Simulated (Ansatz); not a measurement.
The cluster Pd4H3, relaxed as a doublet with UKS B3LYP-D4/def2-SVP in Ansatz, starting from the GFN1-xTB geometry. Force threshold 0.02 eV/Å.

In the def2 sets Pd takes a core potential; there is no spin–orbit coupling. Another isomer (doublet) lies 0.27 eV lower at PBE0-D4/def2-TZVP; other spin states weren't run for this one.

Start:

```xyz
7

Pd   -0.503   -0.967   -0.595
Pd   -0.543    0.897    1.388
Pd    1.592   -0.497    0.799
Pd    0.699    1.380   -0.893
H     1.931    0.942    0.094
H    -1.759   -1.573   -1.184
H    -1.418   -0.182    0.391
```

Problem. Estimate the energy that the relaxation releases and the steps that it takes.

Solution. 7.3 kcal/mol, in 13 steps; 2.4 min on 4 threads of Intel Xeon Platinum 8259CL on a shared host. No frequencies were taken in this run, so the end may be a saddle point.

Problem. Does the start keep its bonding and symmetry?

Solution. By distances, no bond broke or formed. The bond that changes most is Pd1–Pd3, from 2.56 to 2.80 Å (atoms count from 1).

Problem. Predict the relaxed structure.

Solution. 
Cartesian coordinates in Å:
```
Pd -0.446 -1.142 -0.583
Pd -0.635 0.898 1.424
Pd 1.706 -0.351 1.033
Pd 0.579 1.308 -0.968
H 1.910 0.841 -0.080
H -1.780 -1.246 -1.382
H -1.333 -0.308 0.556
```
Bond lengths (bridged metal pairs left out): 4 × Pd–Pd 2.68 to 2.80 Å; 5 × H–Pd 1.56 to 1.67 Å.
